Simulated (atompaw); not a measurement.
Building the PAW (atompaw) potential for dysprosium (PBE, scalar-relativistic).

atompaw 4.2.0.5 was run on this input:

```
Dy 66
GGA-PBE scalarrelativistic loggrid 2001 logderivrange -14 5 476
6 6 5 4 0 0
6 0 0
6 1 0
5 2 0
4 3 10
0 0 0
c
c
c
c
v
v
c
c
c
v
v
c
v
v
v
3
2.30 2.00 2.30 2.20
n
n
n
y
-0.65
n
custom polynom gramschmidtortho sinc
4 1 troulliermartins
2.00
2.30
1.70
2.30
0.90
2.30
1.30
1.30
PWSCFOUT
UPFDX 0.0125d0 UPFXMIN -7.d0 UPFZMESH 66.d0
END
```

Command:

```bash
atompaw < Dy.input > Dy.log
```

Output (summary file):

```
Completed calculations for Dy (AE)

 Exchange-correlation type: GGA, Perdew-Burke-Ernzerhof

 Radial integration grid is logarithmic
 r0 =   1.0276580E-04 h =   6.7825429E-03   n =      2001 rmax =   8.0000000E+01

 Scalar relativistic calculation

 AEatom converged in  35 iterations
   nz     =  66.00
   delta  =       2.087178370541E-15

 All Electron Orbital energies:
  n  l      occupancy      energy
  1  0      2.0000000E+00 -3.9451809E+03
  2  0      2.0000000E+00 -6.5781460E+02
  3  0      2.0000000E+00 -1.4721459E+02
  4  0      2.0000000E+00 -2.9938214E+01
  5  0      2.0000000E+00 -4.6329469E+00
  6  0      0.0000000E+00 -1.0667501E+00
  2  1      6.0000000E+00 -5.8373735E+02
  3  1      6.0000000E+00 -1.2447811E+02
  4  1      6.0000000E+00 -2.2455966E+01
  5  1      6.0000000E+00 -2.8950968E+00
  6  1      0.0000000E+00 -7.4494595E-01
  3  2      1.0000000E+01 -9.5262680E+01
  4  2      1.0000000E+01 -1.2271455E+01
  5  2      0.0000000E+00 -9.9643205E-01
  4  3      1.0000000E+01 -1.2550518E+00

 Total energy
   Total                    :   -24313.19441382958030

 ---
 Completed calculations for Dy (SC)

 Exchange-correlation type: GGA, Perdew-Burke-Ernzerhof

 Radial integration grid is logarithmic
 r0 =   1.0276580E-04 h =   6.7825429E-03   n =      2001 rmax =   8.0000000E+01

 Scalar relativistic calculation

 SCatom converged in   3 iterations
   nz     =  66.00
   delta  =       4.514669334457E-17

 Valence Electron Orbital energies:
  n  l      occupancy      energy
   5  0      2.0000000E+00 -4.6329469E+00
   6  0      0.0000000E+00 -1.0667501E+00
   5  1      6.0000000E+00 -2.8950968E+00
   6  1      0.0000000E+00 -7.4494595E-01
   4  2      1.0000000E+01 -1.2271455E+01
   5  2      0.0000000E+00 -9.9643205E-01
   4  3      1.0000000E+01 -1.2550518E+00

 Total energy
   Total                    :   -24313.19441380249918
   Valence                  :    -1367.75919102803118

 PAW parameters:
       lmax =            3
         rc =    2.3041535169027183
        irc =         1478
   rc_shape =    2.0118526885298591
    rc_vloc =    2.3041535169027183
    rc_core =    2.2122636364675179
   Vloc: Norm-conserving Troullier-Martins with l= 4;e=   1.0000E+00
   Projector type: polynomial pseudization + Gram-Schmidt ortho.
   Sinc^2 compensation charge shape zeroed at   2.0119E+00

 Number of basis functions     8
 No.   n  nodes  l      Energy         Cp coeff         Occ
  1    5    4    0   -0.4632947E+01  0.1000000E+01  0.2000000E+01
  2    6    5    0   -0.1066750E+01  0.1246028E+00  0.0000000E+00
  3    5    3    1   -0.2895097E+01  0.1000000E+01  0.6000000E+01
  4    6    4    1   -0.7449460E+00  0.1970545E+00  0.0000000E+00
  5    4    1    2   -0.1227145E+02  0.1000000E+01  0.1000000E+02
  6    5    2    2   -0.9964321E+00  0.8007587E+00  0.0000000E+00
  7    4    0    3   -0.1255052E+01  0.1000000E+01  0.1000000E+02
  8  999    1    3   -0.6500000E+00 -0.4499386E-02  0.0000000E+00

 Eigenvalues of overlap operator (in the basis of projectors):
    1        2.06729493E-01
    2        4.56110953E-01
    3        8.36344907E-01
    4        1.23931494E+00
    5        4.09282291E+00
    6        2.72664168E+01
    7        9.62282985E+01
    8        1.00791785E+02

 Orbital leakage outside PAW augmentation regions
   orb  is_core?  %out_of_sphere
   1 0    T           0.00
   2 0    T           0.00
   3 0    T           0.00
   4 0    T           0.00
   5 0    F           2.55
   6 0    F          86.77
   2 1    T           0.00
   3 1    T           0.00
   4 1    T           0.00
   5 1    F           8.94
   6 1    F          93.43
   3 2    T           0.00
   4 2    F           0.00
   5 2    F          50.03
   4 3    F           2.21

 Summary of PAW energies
   Total valence energy     :  -1367.75919758511509
   Smooth energy            :    181.68988622213635
   One center               :  -1549.44908380725155
   Smooth kinetic           :    255.65274638834541
   Vloc energy              :    -45.88281933189327
   Smooth exch-corr         :    -36.69561011035550
   One-center xc            :   -488.71396117817216
```

The run took about 9.4 s on one core of a shared server CPU.
